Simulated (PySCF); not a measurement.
As⁺ (arsenic, charge +1) across methods

[Ar] 3d10 4s1 4p3, high-spin 5S determinant (an excited configuration). Calculation: PySCF 2.14, in aug-cc-pVQZ-PP with ECP10MDF (7s6p5d3f2g, 89 functions); a scalar-relativistic core potential.

| method | E (hartree) | mean ε 3d β (eV) | mean ε 4s α (eV) | mean ε 4p α (eV) | Σ⟨r²⟩ (bohr²) | ⟨S²⟩ |
| --- | --- | --- | --- | --- | --- | --- |
| MN15 | -332.2416 | -58.885 | -27.898 | -16.865 | 30.53 | 6.001 |
| wB97X | -331.8141 | -58.334 | -30.364 | -18.726 | 30.28 | 6.002 |
| PBE0 | -331.7699 | -56.145 | -27.718 | -16.530 | 30.27 | 6.001 |
| r2SCAN | -331.6939 | -52.381 | -26.467 | -15.660 | 30.06 | 6.002 |
| wB97M-V | -331.6078 | -58.322 | -30.409 | -18.694 | 30.36 | 6.001 |
| B97-3 | -331.8199 | -56.530 | -27.675 | -16.465 | 30.26 | 6.001 |
| PBE | -331.7863 | -52.053 | -25.454 | -15.173 | 30.39 | 6.001 |
| LDA | -331.2611 | -52.135 | -25.611 | -15.225 | 30.39 | 6.001 |
| UHF | -330.68706 | -67.244 | -33.826 | -20.068 | 30.37 | 6.002 |

Energies and moments cover only the electrons outside the core potential.
